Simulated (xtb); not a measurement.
BiFCl2, SMILES [F][Bi]([Cl])[Cl]. All values are semi-empirical tight-binding results from xtb (GFN2-xTB unless named), good for trends rather than for accurate numbers. The structure is a stationary point at GFN2-xTB.

For metal compounds this method's bond lengths and energies can be far off.

Computed properties:
| Quantity | Result |
|---|---|
| point group as xtb finds it | Cs |
| orbital gap | 5.59 eV |
| zero-point energy | 1.9 kcal/mol |
| G − E(el) at 298.15 K (modified RRHO) | -19.1 kcal/mol |
